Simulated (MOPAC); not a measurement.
MOPAC input (PM3):

```
PM3 FORCE THERMO(298,298) PRECISE LET GEO-OK AUX(PRECISION=9) THREADS=1
K2

K     0.00000000 1    0.00000000 1   -1.84524291 1
K     0.00000000 1    0.00000000 1    1.84524291 1
```

From the output:

```
     K    2   0.329988   0.329988

          HEAT OF FORMATION =      36.950003 KCALS/MOLE

          ZERO POINT ENERGY       0.242 KCAL/MOL

           NORMAL COORDINATE ANALYSIS (Total motion = 1 Angstrom)

   Root No.       1

                 1 Sig

                 169.3

           1    0.5000
           2   -0.0000
           3   -0.0000
           4   -0.5000
           5    0.0000
           6    0.0000

           MASS-WEIGHTED COORDINATE ANALYSIS (NORMAL COORDINATES)

   Root No.       1

                 1 Sig

                 169.3

           1    0.7071
           2   -0.0000
           3   -0.0000
           4   -0.7071
           5    0.0000
           6    0.0000

          DESCRIPTION OF VIBRATIONS

 VIBRATION          1    1Sig        ATOM PAIR     ENERGY CONTRIBUTION    RADIAL
 FREQUENCY           169.26         K 1 -- K 2        +100.0% (100.0%)    100.0%
 TRANSITION DIPOLE   0.0000
 TRAVEL (Ang.)       0.1428
 REDUCED MASS       19.5491
 EFFECTIVE MASS     39.0983
 FORCE CONSTANT      0.3300

      SYMMETRY NUMBER FOR POINT-GROUP D*h =  2

          SYSTEM IS A GROUND STATE

 K2

          MOLECULE IS LINEAR

          THERE ARE  1 GENUINE VIBRATIONS IN THIS SYSTEM
          THIS THERMODYNAMICS CALCULATION IS LIMITED TO
          MOLECULES WHICH HAVE NO INTERNAL ROTATIONS

                    CALCULATED THERMODYNAMIC PROPERTIES
                                          *
   TEMP. (K)   PARTITION FUNCTION   H.O.F.    ENTHALPY  HEAT CAPACITY ENTROPY
                                   KCAL/MOL   CAL/MOLE    CAL/K/MOL  CAL/K/MOL

 298.00  VIB.     0.1791D+01                   382.8116     1.8802     2.4427
         ROT.     0.1636D+04                   592.1869     1.9872    16.6921
         INT.     0.2929D+04                   974.9985     3.8674    19.1348
         TRA.     0.6685D+27                  1480.4672     4.9680    38.9827
         TOT.                       36.950    2455.4656     8.8354    58.1175

   *: NOTE: HEATS OF FORMATION ARE RELATIVE TO THE
            ELEMENTS IN THEIR STANDARD STATE AT 298K
              (=  Standard Enthalpy of Formation).

            Hvib:  Zero-point energy is not included.
                   frequencies of less than zero cm-1 are not included.
            Hrot = (3/2)RT
            Htra = (3/2)RT + pV = (5/2)RT

            Heat capacity is Cp, not Cv

          For more information, see: HTTP://OpenMOPAC.net/Manual/thermochemistry.html

           FORCE CONSTANT IN CARTESIAN COORDINATES (Millidynes/A)

    ATOM   CHEMICAL       X               Y               Z
   NUMBER   SYMBOL  FORCE CONSTANT  FORCE CONSTANT  FORCE CONSTANT

      1       K        0.329984        0.001071        0.001071
      2       K        0.329984        0.001071        0.001071

 **********************
 *                    *
 * JOB ENDED NORMALLY *
 *                    *
 **********************

 == MOPAC DONE ==
```
